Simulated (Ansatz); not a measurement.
InMe2H (C₂H₇In), relaxed as a singlet with RKS r2SCAN-D4/def2-SVP in Ansatz, starting from the GFN2-xTB geometry. Force threshold 0.02 eV/Å.

In the def2 sets In takes a core potential; there is no spin–orbit coupling.

Start:

```xyz
10

In   -0.6981   -0.3758    0.0578
C     0.9391   -1.3323   -1.1169
H     1.7771   -1.5401   -0.4510
H     1.2762   -0.6344   -1.8838
H     0.6214   -2.2596   -1.5906
C    -0.4605    1.5912    1.0786
H    -0.2949    2.3642    0.3284
H     0.4159    1.5457    1.7256
H    -1.3338    1.8514    1.6746
H    -2.2425   -1.2102    0.1772
```

Question: Estimate the energy that the relaxation releases and the steps that it takes.

Answer: 5.2 kJ/mol, in 6 steps; 9.5 s on 4 threads of Arm Neoverse V2 on a shared host. No frequencies were taken in this run, so the end may be a saddle point.

Question: Does the start keep its bonding and symmetry?

Answer: By distances, no bond broke or formed. The bond that changes most is In1–C2, from 2.23 to 2.18 Å (atoms count from 1). Point group C2 at the start, C2 at the end, both within 0.05 Å.

Question: Predict the relaxed structure.

Answer: 
```xyz
10

In   -0.739   -0.398    0.059
C     0.905   -1.271   -1.067
H     1.746   -1.490   -0.388
H     1.273   -0.554   -1.819
H     0.614   -2.201   -1.577
C    -0.434    1.523    1.032
H    -0.284    2.304    0.268
H     0.476    1.496    1.653
H    -1.287    1.810    1.663
H    -2.270   -1.220    0.176
```
Bond lengths: 2 × C–In 2.18 Å; 6 × C–H 1.10 Å; 1 × H–In 1.74 Å.
